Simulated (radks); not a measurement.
Values are calculated unless marked as measured or tabulated.
Coherent X-ray form factor from a spherical all-electron density. Level of theory: scalar-relativistic Kohn-Sham, SCAN, spin-polarised, spherical densities, finite nucleus; meta-GGA in the generalised Kohn-Sham scheme; Fermi nuclear charge, rms radius of each element as measured or else 0.836 A^(1/3) + 0.57 fm (a radial shooting solver on a logarithmic mesh with Libxc functionals).

sin(theta)/lambda (1/angstrom),f0 (electrons)
0.05,19.700
0.1,18.860
0.15,17.630
0.2,16.189
0.25,14.697
0.3,13.268
0.4,10.855
0.5,9.138
0.6,8.000
0.8,6.673
1,5.748
1.25,4.651
1.5,3.656
2,2.291

The species is in the configuration that NIST lists as its ground one. Which atom or ion scatters so?

Answer. The titanium ion Ti2+, [Ar] 3d2. Extrapolating in s^2 from the first two rows gives f0(0) = 20.0, near the electron count 20; among species with that count, the fall with angle is slower the higher Z, and the table is that of Z = 22; from so few rows the species is fixed only to a neighbour or two.
